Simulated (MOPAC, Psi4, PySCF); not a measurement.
Interaction energy of HLiO ··· H3N (SMILES [Li][OH] and N). Monomers: optimised at B3LYP-D3(BJ) (def2-TZVP), held rigid. Orientation: a higher rigid-body minimum at GFN2-xTB (searched outside a hard wall at short contacts). The monomers approach along the line of their centres of mass (distance R); nothing else relaxes. The shortest distances reach bonding range, where SAPT0 and rigid monomers are unreliable.

Geometry at R = 3.26 Å (first 3 atoms: monomer A):
```
7

Li    -0.8318    -0.7893    -0.7412
O      0.1215     0.1194     0.1178
H      0.7103     0.6699     0.6234
N     -2.0641    -2.6195    -0.6481
H     -2.3925    -2.4702     0.2992
H     -2.8814    -2.6939    -1.2428
H     -1.5944    -3.5175    -0.6667
```

Levels: RHF/3-21G = restricted Hartree-Fock/3-21G, no counterpoise correction run with PySCF; PM3, restricted, heats of formation (MOPAC); RHF/LANL2DZ = restricted Hartree-Fock/LANL2DZ, no counterpoise correction in PySCF; wB97M-V/def2-TZVP, counterpoise-corrected (Psi4).

Interaction energies in kJ/mol; the last columns give the difference from wB97M-V:

```
R / Å  RHF/3-21G     PM3  RHF/LANL2DZ  wB97M-V/def2-TZVP  RHF/3-21G − wB97M-V/def2-TZVP  PM3 − wB97M-V/def2-TZVP  RHF/LANL2DZ − wB97M-V/def2-TZVP
-----  ---------  ------  -----------  -----------------  -----------------------------  -----------------------  -------------------------------
2.85     -122.23  -71.71       -79.19             -60.68                         -61.55                   -11.02                           -18.51
3.10     -132.82  -92.84       -97.50             -76.16                         -56.66                   -16.68                           -21.34
3.26     -125.18  -88.24       -94.59             -74.06                         -51.11                   -14.18                           -20.52
3.42     -113.50  -77.56       -87.08             -68.32                         -45.18                    -9.24                           -18.76
3.68      -92.47  -55.96       -71.99             -56.65                         -35.81                     0.69                           -15.34
3.95      -72.37  -35.19       -57.19             -45.03                         -27.34                     9.84                           -12.16
4.25      -54.56  -18.43       -43.83             -34.36                         -20.19                    15.94                            -9.47
4.80      -34.14   -3.61       -27.35             -21.11                         -13.03                    17.51                            -6.23
5.44      -22.10    0.22       -16.78             -12.67                          -9.43                    12.89                            -4.11
6.45      -11.07   -0.22        -8.91              -6.39                          -4.68                     6.18                            -2.51
7.73       -4.11   -0.71        -4.51              -3.20                          -0.91                     2.49                            -1.32
```

RHF/3-21G is furthest from wB97M-V/def2-TZVP at 2.85 (-61.55 kJ/mol, below); its mean absolute difference over the points is 29.63 kJ/mol.

PM3 is furthest from wB97M-V/def2-TZVP at 4.80 (17.51 kJ/mol, above); its mean absolute difference over the points is 10.60 kJ/mol.

RHF/LANL2DZ is furthest from wB97M-V/def2-TZVP at 3.10 (-21.34 kJ/mol, below); its mean absolute difference over the points is 11.84 kJ/mol.
